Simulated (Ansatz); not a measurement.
Input for Ansatz (a program for electronic structure): R-B3LYP/def2-TZVPPD on SO2 (SMILES O=S=O). The basis file is the Basis Set Exchange's JSON of that set.

Ansatz 0.2 input:
```yaml
crystal:
  periodic: [false, false, false]
  atoms:
    - {symbol: S, position_ang: [-0.00000000, -0.00000000, 0.48775336]}
    - {symbol: O, position_ang: [0.00000000, 1.23858797, -0.24382668]}
    - {symbol: O, position_ang: [0.00000000, -1.23858797, -0.24382668]}
basis:
  gaussian:
    orbitals: def2-TZVPPD.json
hamiltonian:
  xc: {name: B3LYP}
scf: {lower_state_search: off}
```

Q: What total energy does the run end on?

A: -548.7260 hartree.
